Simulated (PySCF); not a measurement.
A structure optimised at PBE-D3(BJ)/def2-TZVPD, used in a PySCF frequency run:

```
Ca
Cl 1 2.3183
```
Charge +1, spin multiplicity 1.

**Question.** Write its SMILES, formula and point group.

**Answer.** [Cl][Ca+], CaCl, C∞v

**Question.** What are its rotational constants (standard atomic weights)?

**Answer.** 4.9989 GHz (linear rotor, B only)
